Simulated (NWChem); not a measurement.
# CH₆F₂Si₂; SMILES F[SiH2][C@H](F)[SiH3]

```xyz
11

F     -0.9515     1.6875    -0.7228
Si     0.1690     1.3793     0.4172
C      0.6596    -0.4406     0.3321
F      1.6038    -0.6331    -0.6800
Si    -0.7823    -1.6549     0.0335
H     -0.4499     1.6540     1.7440
H      1.3494     2.2445     0.1561
H      1.1295    -0.6987     1.3027
H     -0.2679    -3.0525     0.1186
H     -1.8109    -1.4293     1.0941
H     -1.3733    -1.4173    -1.3121
```
Atoms are numbered in this order, from 1.

Level: PBE0/def2-SVP (NWChem), optimised geometry, unscaled harmonic frequencies. 

List the harmonic frequencies with IR intensities, and the thermochemistry.


| frequency (cm⁻¹) | IR intensity (km/mol) |
|---|---|
| 50 | 2.1 |
| 120 | 1.3 |
| 149 | 0.2 |
| 186 | 2.4 |
| 240 | 8.4 |
| 358 | 15.0 |
| 514 | 7.0 |
| 551 | 2.9 |
| 657 | 79.1 |
| 683 | 30.3 |
| 743 | 18.8 |
| 822 | 17.3 |
| 863 | 34.3 |
| 899 | 313.0 |
| 932 | 72.7 |
| 939 | 20.3 |
| 942 | 40.4 |
| 959 | 231.3 |
| 1064 | 42.0 |
| 1070 | 42.9 |
| 1290 | 1.5 |
| 2235 | 55.7 |
| 2252 | 107.8 |
| 2260 | 91.5 |
| 2271 | 71.4 |
| 2281 | 117.1 |
| 3037 | 6.6 |

The zero-point energy is 40.5 kcal/mol and the thermal correction to the enthalpy at 298.15 K (with zero-point energy) comes out as 45.9 kcal/mol. The heat capacity Cv is 26.1 cal/(mol K) and the entropy at 298.15 K and 1 atm (symmetry number 1) comes out as 86.7 cal/(mol K). The dipole moment is 2.03 D.

Rigid rotor and harmonic oscillator; modes under 100 cm⁻¹ make the entropy uncertain.
